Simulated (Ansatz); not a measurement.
`C=[CH][In]([CH3])[F]` + H₂ → `C=[CH][InH][F]` + CH₄  (hydrogenolysis of the In–C bond)

Isolated molecules relaxed with PBE0-D4/def2-TZVP in Ansatz; ΔE leaves out vibrations. CCSD(T)/CBS is the MP2 limit (def2-TZVPP, def2-QZVPP) plus CCSD(T) − MP2 in def2-TZVPP, frozen cores. This one scheme is used for every species. Functionals use def2-TZVPP. Elements past krypton have def2 core potentials. For In outer-core shells are correlated without core-valence functions, which leaves a few kJ/mol of doubt a bond. Each species was taken in one conformer, which may not be the lowest.

Is it downhill or uphill in electronic energy at CCSD(T)/CBS, and by how much? (Best estimate.)

Computed: Downhill: ΔE = -8.1 kcal/mol.

What do these levels give: PBE-D4, r2SCAN0-D4, BHLYP-D4, r2SCANh, r2SCAN0, LC-ωPBE, RPA@PBE/def2-TZVPP, HF/def2-SVP, CCSD(T)/def2-SVP, CCSD/def2-TZVPP, HF/def2-QZVPP, MP2/def2-QZVPP? (An estimate is asked.)

The calculation gave: PBE-D4 -8.9, r2SCAN0-D4 -10.4, BHLYP-D4 -11.4, r2SCANh -10.2, r2SCAN0 -10.6, LC-ωPBE -11.2, RPA@PBE/def2-TZVPP -8.7, HF/def2-SVP -17.1, CCSD(T)/def2-SVP -11.9, CCSD/def2-TZVPP -9.9, HF/def2-QZVPP -15.5, MP2/def2-QZVPP -6.4 kcal/mol.

Largest T1 diagnostic among the species: 0.015.

The D4 term adds +1.3 kcal/mol with B3LYP and +0.7 kcal/mol with PBE0; it sums over pairs of atoms, weighted by their polarisabilities, and B3LYP, whose exchange is more repulsive, gets the larger term. In def2-TZVPP, CCSD(T) changes the Hartree–Fock value by +6.8 kcal/mol (the triples alone add +1.2 kcal/mol) and MP2 by +8.8 kcal/mol.

B3LYP here is the variant with VWN-RPA as its local correlation; programs differ in this.
